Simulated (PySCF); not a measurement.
**S³⁺ (sulfur, charge +3): B3LYP calculation**

Configuration: [Ne] 3s2 3p1, 2P determinant. All numbers are calculated (PySCF 2.14, the non-relativistic Hamiltonian (point nucleus), in cc-pV(D+d)Z (4s3p2d, 23 functions)).

| Quantity | Value |
| --- | --- |
| Total energy | -395.6037 hartree |
| One-electron energy | -526.4254 hartree |
| Hartree (Coulomb) energy | 155.3055 hartree |
| Exchange-correlation energy | -24.4838 hartree |
| Kinetic energy | 394.33369 hartree |
| ⟨S²⟩ | 0.7532 |
| ⟨L²⟩ | 2.011 |
| Sum of ⟨r⟩ | 8.535 bohr |
| Sum of ⟨r²⟩ | 10.61 bohr² |
| Traceless quadrupole moment −½Σ⟨3z² − r²⟩ along its main axis | -1.23 e·bohr² |
| Density at the nucleus (Gaussians lack the cusp) | 2600 bohr⁻³ |
| Spin density at the nucleus | 0.113 bohr⁻³ |
| Langevin diamagnetic susceptibility | -8.40 ×10⁻⁶ cm³/mol |
| Time after the integrals | 0.11 s of wall time on 1 thread of Intel(R) Xeon(R) Platinum 8375C CPU @ 2.90GHz (shared host) |

| shell | electrons | mean orbital energy (hartree) | spread (hartree) | rms radius, mean of both spins (bohr) |
| --- | --- | --- | --- | --- |
| 1s α | 1 | -90.56743 | 0 | 0.113 |
| 1s β | 1 | -90.55952 | 0 | 0.113 |
| 2s α | 1 | -9.54981 | 0 | 0.521 |
| 2s β | 1 | -9.54193 | 0 | 0.521 |
| 2p α | 3 | -7.51688 | 0.00691 | 0.493 |
| 2p β | 3 | -7.50508 | 0.02933 | 0.493 |
| 3s α | 1 | -1.99102 | 0 | 1.64 |
| 3s β | 1 | -1.93094 | 0 | 1.64 |
| 3p α | 1 | -1.55821 | 0 | 1.79 |
